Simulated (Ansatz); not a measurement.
C$_{4}$H$_{6}$O$_{4}$Zn, triplet, at the geometry of the source list (a higher spin typed on purpose: for a closed-shell molecule this is an excited state). Base run: Ansatz (a program for electronic structure) with SVWN5/cc-pVDZ.

Input for Ansatz:
Ansatz 0.2 input:
```yaml
crystal:
  periodic: [false, false, false]
  atoms:
    - {symbol: Zn, position_ang: [-0.01240000, -0.00290000, -0.00260000]}
    - {symbol: C, position_ang: [0.10480000, 2.30970000, -2.95830000]}
    - {symbol: C, position_ang: [0.05770000, 1.37670000, -1.78380000]}
    - {symbol: O, position_ang: [-0.47040000, 0.24540000, -1.89430000]}
    - {symbol: O, position_ang: [0.53630000, 1.73330000, -0.67910000]}
    - {symbol: H, position_ang: [0.97560000, 2.95270000, -2.87890000]}
    - {symbol: H, position_ang: [0.11610000, 1.73880000, -3.88120000]}
    - {symbol: H, position_ang: [-0.79110000, 2.92710000, -2.93570000]}
    - {symbol: C, position_ang: [-0.07950000, -2.30380000, 2.96360000]}
    - {symbol: C, position_ang: [-0.05920000, -1.37710000, 1.78350000]}
    - {symbol: O, position_ang: [-1.01050000, -0.58620000, 1.58270000]}
    - {symbol: O, position_ang: [0.90790000, -1.40100000, 0.98290000]}
    - {symbol: H, position_ang: [0.93720000, -2.51260000, 3.28130000]}
    - {symbol: H, position_ang: [-0.66350000, -1.86480000, 3.76610000]}
    - {symbol: H, position_ang: [-0.54900000, -3.23550000, 2.65380000]}
basis:
  gaussian:
    orbitals: cc-pVDZ
hamiltonian:
  xc: {name: SVWN5}
magnetization: {spin_polarized: true, initial_magnetization: 2}
```

Each row names what was changed in the base input (with any setting that the change needs).

```
change               basis functions       E (Eh)  core-seconds (rough)                outcome
-------------------  ---------------  -----------  --------------------  ---------------------
base                             185  -2229.86949                   200              converged
basis = aug-pcseg-1                -            -                     -  cut at the time limit
basis = aug-cc-pVDZ                -            -                     -  cut at the time limit
basis = STO-3G                    64  -2202.87487                    20              converged
basis = pcseg-0                    …            …                    50              converged
basis = def2-SVP                 173  -2229.21205                   100              converged
basis = pc-1                     173  -2229.67362                    70              converged
```

Question: What belongs in the gaps?

Answer: 
- basis = pcseg-0, basis functions: 108
- basis = pcseg-0, E (Eh): -2224.67818

Totals compare only among sets that treat the same electrons; sets with core potentials leave the core out.
